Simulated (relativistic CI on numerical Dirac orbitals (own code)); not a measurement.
**What each ingredient does to the levels of Ar⁶⁺**

Base calculation: Dirac-Coulomb-Breit CI, separate exchange-only KLI orbitals for each configuration, QED by a radiative potential, unscaled Slater integrals.

CI space (outside the closed core [Ne]): 3s2, 3s.3p, 3p2, 3s.3d, 3d2, 3p.3d, 3p.4s, 3s.4s, 3s.4p, 3s.4d, 3d.4s, 3s.4f, 3s.5s, 3s.5p, 3s.5d, 4s2, 3s.5f, 3s.5g, 3s.6s, 3s.6p, 3s.6d. Levels of other configurations are missing.

The lowest level and the first level of each name with at least 55 % of one term (blank where a level has no safe partner in the second run):

| Level | Base (cm⁻¹) | Shift (cm⁻¹) |
| --- | --- | --- |
| 3s2 1S_0 | 0 | 0 |
| 3s.3p 3P°_0 | 111571 | +48 |
| 3s.3p 3P°_1 | 112365 | +48 |
| 3s.3p 3P°_2 | 114031 | +48 |
| 3s.3p 1P°_1 | 173557 | +75 |
| 3p2 1D_2 | 263428 | +4 |
| 3p2 3P_0 | 269836 | +40 |
| 3p2 3P_1 | 270753 | +39 |
| 3p2 3P_2 | 272499 | +37 |
| 3p2 1S_0 | 320571 | -27 |
| 3s.3d 3D_1 | 325831 | +19 |
| 3s.3d 3D_2 | 325860 | +20 |
| 3s.3d 3D_3 | 325912 | +20 |
| 3s.3d 1D_2 | 379969 | +29 |
| 3p.3d 3F°_2 | 443130 | +88 |
| 3p.3d 3F°_3 | 444095 | +89 |
| 3p.3d 3F°_4 | 445305 | +91 |
| 3p.3d 1D°_2 | 450137 | +59 |
| 3p.3d 3P°_2 | 474732 | -17 |
| 3p.3d 3P°_1 | 475490 | -17 |
| 3p.3d 3P°_0 | 476138 | -18 |
| 3p.3d 3D°_1 | 477704 | -8 |

At this charge configurations can still be misplaced by up to about 7 % of their energy. 61 of the 69 excited levels that our extract of the measured tables holds in this range could be paired (the sources list more); they are missed by 2697 cm⁻¹ on average and 15202 at most, and levels without a partner can miss by more.

Task: One thing was changed in a second run, which moved the levels as shown. Which?
A. one mean potential for all configurations
B. configuration mixing switched off
C. QED terms removed
D. Breit term removed

Result: A. One mean potential for all configurations. One potential for all configurations removes the relaxation of the orbitals, which moves whole configurations and changes the integrals a little.
